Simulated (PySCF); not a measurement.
5-phenyl-1,3-thiazole (C9H7NS), SMILES c1c(-c2scnc2)cccc1. Atoms are numbered in the order given.

```xyz
18

C     -3.4279     0.4203    -0.4829
C     -3.0067    -0.3253     0.6179
C     -1.6505    -0.5111     0.8639
C     -0.6843     0.0576     0.0181
C      0.7402    -0.1261     0.2979
C      1.3626    -0.3987     1.4969
N      2.7174    -0.5188     1.4632
C      3.1650    -0.3438     0.2584
S      1.9550    -0.0209    -0.9331
C     -1.1212     0.8053    -1.0864
C     -2.4786     0.9814    -1.3356
H     -4.4936     0.5603    -0.6774
H     -3.7426    -0.7778     1.2868
H     -1.3327    -1.1218     1.7114
H      0.8368    -0.4953     2.4484
H      4.2202    -0.3914    -0.0207
H     -0.3846     1.2660    -1.7499
H     -2.7967     1.5682    -2.2004
```
Charge 0, spin multiplicity 1.

Geometry: PBE0-D3(BJ)/def2-SVP. One conformer was computed; it need not be the lowest.

Vertical ionisation energy (IE) and electron affinity (EA) in eV. Rows of orbital energies are one-electron estimates. Where ΔSCF, EOM or ADC give a negative EA the extra electron is unbound and the value depends on the basis.

```csv
level,IE,EA
"−ε(HOMO), −ε(LUMO), PBE0/def2-SVP (PySCF)",6.59,1.40
"−ε(HOMO), −ε(LUMO), PBE/def2-SVP (PySCF)",?,?
```

Fill in the missing entries. (An estimate is asked for; the answer gives what the named calculation found.)


- −ε(HOMO), −ε(LUMO), PBE/def2-SVP (PySCF), IE: 5.64
- −ε(HOMO), −ε(LUMO), PBE/def2-SVP (PySCF), EA: 2.15
